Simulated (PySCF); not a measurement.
A geometry optimisation, step by step.

Species: AsGaGeH₈O.
Atom-mapped SMILES: `[GeH3:1][O:2][GaH2-:3][AsH3+:4]` (hydrogens: H5, H6, H7 on Ge1; H8, H9 on Ga3; H10, H11, H12 on As4)

Method: PBE0-D3(BJ)/def2-SVP geometry optimisation, gas phase (PySCF 2.14.0); density fitting, grid level 1; the optimiser is geomeTRIC in internal coordinates, started from a GFN2-xTB structure with every atom displaced at random (about 0.01 Å). 11 of its 22 geometries are shown. The frame can shift and turn from step to step; on so coarse a grid that alone can change the energy by a few meV, and forces under 0.02 eV/Å are noise.

Step 0: E = -171868.5219 eV, largest atomic force 1.518 eV/Å
```
atom  x, y, z in Å  |  force x, y, z in eV/Å
Ge1    -2.139    0.682    0.181   -0.568   0.776  -0.101
O2     -0.830   -0.404    0.259    0.511   0.007  -0.067
Ga3     0.270   -1.743    0.418    0.705  -1.183   0.639
As4     2.216    0.215   -0.059   -0.474   0.209   0.136
H5     -3.376    0.016    0.726   -0.574  -0.238   0.248
H6     -1.776    1.916    0.994    0.020   0.376   0.249
H7     -2.332    1.070   -1.270   -0.166   0.187  -0.509
H8      0.485   -2.618   -0.834    0.096  -0.153  -0.377
H9      0.594   -2.190    1.890    0.037   0.060  -0.006
H10     1.716    1.449    0.640   -0.169   0.055   0.358
H11     1.676    0.724   -1.353   -0.214  -0.012  -0.542
H12     3.536    0.856   -0.306    0.795  -0.084  -0.027
```

Step 2: E = -171868.7529 eV, largest atomic force 0.256 eV/Å
```
atom  x, y, z in Å  |  force x, y, z in eV/Å
Ge1    -2.136    0.684    0.169    0.171  -0.189   0.020
O2     -0.759   -0.400    0.253   -0.032   0.050   0.001
Ga3     0.351   -1.815    0.449    0.010   0.151  -0.035
As4     2.105    0.299   -0.084   -0.127   0.087  -0.128
H5     -3.389   -0.010    0.741   -0.025   0.004   0.009
H6     -1.805    1.948    0.991   -0.016   0.022   0.015
H7     -2.371    1.075   -1.306   -0.022   0.006  -0.013
H8      0.561   -2.664   -0.852   -0.001  -0.012   0.000
H9      0.693   -2.229    1.920   -0.017   0.020   0.015
H10     1.661    1.501    0.719    0.036  -0.034   0.039
H11     1.592    0.821   -1.409   -0.006  -0.028   0.005
H12     3.538    0.762   -0.308    0.029  -0.075   0.074
```

Step 4: E = -171868.7826 eV, largest atomic force 0.339 eV/Å
```
atom  x, y, z in Å  |  force x, y, z in eV/Å
Ge1    -2.219    0.632    0.186   -0.303   0.151   0.021
O2     -0.768   -0.320    0.226    0.140   0.106  -0.070
Ga3     0.365   -1.700    0.418    0.187  -0.183   0.030
As4     2.143    0.292   -0.139   -0.093  -0.016   0.016
H5     -3.396   -0.146    0.814   -0.018  -0.014   0.009
H6     -1.979    1.935    0.983    0.009   0.010   0.009
H7     -2.555    0.990   -1.278   -0.005  -0.001  -0.017
H8      0.544   -2.587   -0.861   -0.003  -0.052  -0.001
H9      0.706   -2.078    1.901    0.021  -0.020   0.005
H10     1.825    1.472    0.747    0.018   0.021  -0.008
H11     1.745    0.931   -1.447   -0.014   0.022  -0.010
H12     3.631    0.550   -0.267    0.061  -0.024   0.017
```

Step 6: E = -171868.7995 eV, largest atomic force 0.143 eV/Å
```
atom  x, y, z in Å  |  force x, y, z in eV/Å
Ge1    -2.322    0.594    0.215   -0.098   0.008   0.028
O2     -0.779   -0.221    0.192    0.097   0.085  -0.062
Ga3     0.382   -1.597    0.381   -0.049  -0.072   0.026
As4     2.188    0.295   -0.182    0.000   0.053   0.069
H5     -3.397   -0.278    0.903    0.008  -0.005  -0.001
H6     -2.166    1.923    0.989    0.009  -0.009  -0.001
H7     -2.758    0.904   -1.236    0.005  -0.008   0.004
H8      0.517   -2.535   -0.871   -0.001  -0.017   0.014
H9      0.745   -1.953    1.867    0.021  -0.018  -0.009
H10     2.011    1.481    0.735   -0.019  -0.003  -0.001
H11     1.916    1.021   -1.477    0.024  -0.008  -0.015
H12     3.704    0.337   -0.231    0.003  -0.006  -0.053
```

Step 8: E = -171868.8101 eV, largest atomic force 0.200 eV/Å
```
atom  x, y, z in Å  |  force x, y, z in eV/Å
Ge1    -2.393    0.555    0.265    0.178  -0.091  -0.019
O2     -0.761   -0.087    0.151   -0.006   0.006  -0.002
Ga3     0.371   -1.504    0.350   -0.144   0.082   0.028
As4     2.229    0.320   -0.217    0.049  -0.040  -0.028
H5     -3.328   -0.432    1.002    0.004   0.009   0.004
H6     -2.328    1.894    1.033   -0.016  -0.009   0.011
H7     -2.928    0.814   -1.162   -0.015  -0.009   0.014
H8      0.451   -2.492   -0.870    0.007   0.026  -0.003
H9      0.774   -1.861    1.828   -0.022   0.004   0.002
H10     2.174    1.518    0.699   -0.009  -0.008   0.002
H11     2.042    1.059   -1.519   -0.001  -0.007   0.008
H12     3.740    0.186   -0.275   -0.026   0.037  -0.017
```

Step 10: E = -171868.8182 eV, largest atomic force 0.125 eV/Å
```
atom  x, y, z in Å  |  force x, y, z in eV/Å
Ge1    -2.410    0.523    0.312    0.117  -0.016  -0.033
O2     -0.735    0.024    0.124   -0.017  -0.021   0.014
Ga3     0.345   -1.433    0.335   -0.029   0.043   0.040
As4     2.262    0.328   -0.253    0.031  -0.103  -0.064
H5     -3.225   -0.549    1.072   -0.007   0.001   0.011
H6     -2.428    1.854    1.095   -0.018  -0.005   0.015
H7     -3.026    0.749   -1.087   -0.018  -0.010   0.007
H8      0.391   -2.442   -0.869    0.007   0.030  -0.022
H9      0.743   -1.797    1.814   -0.031   0.014   0.007
H10     2.272    1.535    0.652   -0.002   0.011  -0.011
H11     2.091    1.051   -1.567   -0.028   0.024   0.018
H12     3.762    0.129   -0.344   -0.007   0.032   0.018
```

Step 13: E = -171868.8246 eV, largest atomic force 0.050 eV/Å
```
atom  x, y, z in Å  |  force x, y, z in eV/Å
Ge1    -2.359    0.519    0.356   -0.029   0.000   0.015
O2     -0.680    0.053    0.132   -0.001   0.018  -0.007
Ga3     0.351   -1.437    0.353    0.042  -0.026  -0.010
As4     2.253    0.309   -0.303   -0.027   0.023   0.009
H5     -3.134   -0.581    1.122    0.003   0.000   0.001
H6     -2.402    1.834    1.164    0.007   0.004  -0.006
H7     -3.016    0.741   -1.024    0.004   0.002   0.001
H8      0.390   -2.422   -0.871   -0.010  -0.009   0.010
H9      0.704   -1.806    1.839    0.001  -0.001   0.000
H10     2.224    1.529    0.585    0.002  -0.002   0.000
H11     1.953    1.010   -1.604    0.005  -0.004  -0.005
H12     3.759    0.222   -0.464    0.002  -0.004  -0.009
```

Step 15: E = -171868.8250 eV, largest atomic force 0.072 eV/Å
```
atom  x, y, z in Å  |  force x, y, z in eV/Å
Ge1    -2.332    0.518    0.388    0.049  -0.013  -0.002
O2     -0.655    0.042    0.145   -0.021  -0.052   0.022
Ga3     0.376   -1.458    0.357   -0.037   0.056  -0.027
As4     2.219    0.318   -0.340    0.002   0.021   0.012
H5     -3.102   -0.571    1.174    0.003   0.003   0.001
H6     -2.352    1.842    1.181    0.001   0.002  -0.003
H7     -3.003    0.730   -0.987   -0.002   0.002   0.004
H8      0.384   -2.450   -0.863   -0.005  -0.005   0.011
H9      0.748   -1.822    1.839    0.006   0.002   0.000
H10     2.174    1.530    0.557    0.003  -0.006   0.000
H11     1.861    1.016   -1.628    0.008  -0.010  -0.007
H12     3.723    0.277   -0.539   -0.008   0.001  -0.011
```

Step 17: E = -171868.8255 eV, largest atomic force 0.041 eV/Å
```
atom  x, y, z in Å  |  force x, y, z in eV/Å
Ge1    -2.317    0.521    0.415    0.012   0.004  -0.003
O2     -0.652    0.018    0.163   -0.001  -0.025   0.009
Ga3     0.389   -1.475    0.356   -0.030   0.027   0.002
As4     2.197    0.323   -0.370    0.021  -0.019  -0.005
H5     -3.095   -0.543    1.224   -0.001   0.002   0.005
H6     -2.308    1.858    1.187    0.000   0.001   0.002
H7     -2.999    0.727   -0.956   -0.003  -0.002   0.002
H8      0.367   -2.478   -0.853    0.006   0.002  -0.004
H9      0.796   -1.831    1.831    0.007   0.004   0.001
H10     2.153    1.528    0.535   -0.001   0.003  -0.005
H11     1.814    1.019   -1.652   -0.006   0.003  -0.001
H12     3.698    0.303   -0.597   -0.002   0.000  -0.002
```

Step 19: E = -171868.8257 eV, largest atomic force 0.047 eV/Å
```
atom  x, y, z in Å  |  force x, y, z in eV/Å
Ge1    -2.303    0.532    0.473   -0.043   0.018   0.002
O2     -0.651    0.006    0.196    0.016   0.021  -0.005
Ga3     0.394   -1.482    0.357    0.008  -0.033   0.026
As4     2.181    0.313   -0.431    0.011  -0.024  -0.012
H5     -3.074   -0.506    1.321   -0.002   0.001   0.005
H6     -2.262    1.886    1.215    0.003   0.001   0.002
H7     -3.014    0.717   -0.886    0.000  -0.002  -0.002
H8      0.327   -2.497   -0.840    0.009   0.008  -0.015
H9      0.861   -1.826    1.818    0.002   0.002  -0.001
H10     2.161    1.519    0.474   -0.001   0.007  -0.005
H11     1.751    1.006   -1.700   -0.008   0.007   0.001
H12     3.672    0.303   -0.711    0.005  -0.006   0.002
```

Step 21: E = -171868.8262 eV, largest atomic force under 0.02 eV/Å
```
atom  x, y, z in Å  |  force x, y, z in eV/Å
Ge1    -2.311    0.537    0.481    0.002  -0.002  -0.004
O2     -0.657    0.016    0.203    0.000   0.006   0.007
Ga3     0.388   -1.475    0.360   -0.004  -0.009   0.008
As4     2.189    0.303   -0.440   -0.004   0.007  -0.003
H5     -3.079   -0.502    1.332    0.001   0.003   0.002
H6     -2.273    1.891    1.223    0.003   0.001  -0.002
H7     -3.024    0.718   -0.877    0.000   0.000   0.001
H8      0.321   -2.484   -0.843    0.002   0.005  -0.004
H9      0.861   -1.820    1.818   -0.002  -0.002   0.000
H10     2.187    1.515    0.459    0.001  -0.001  -0.001
H11     1.761    0.999   -1.708    0.001  -0.004  -0.002
H12     3.679    0.273   -0.724    0.001  -0.006  -0.003
```

Q: Summarise the path.

A: The energy falls by 0.3043 eV from step 0 to step 21; nine tenths of that is first reached at step 6. It falls at every step. The largest force goes from 1.518 to under 0.02 eV/Å. Among the bonds Ga3–As4 changes most, from 2.802 to 2.653 Å; the atoms move by 0.439 Å rms after alignment.

What follows is the cost of the whole optimisation. On one thread of an Arm Neoverse V1, no GPU, shared host with 32 logical CPUs at a one-minute load of 30, this took 8.3 min of wall time and 0.68 GiB of memory at its peak.
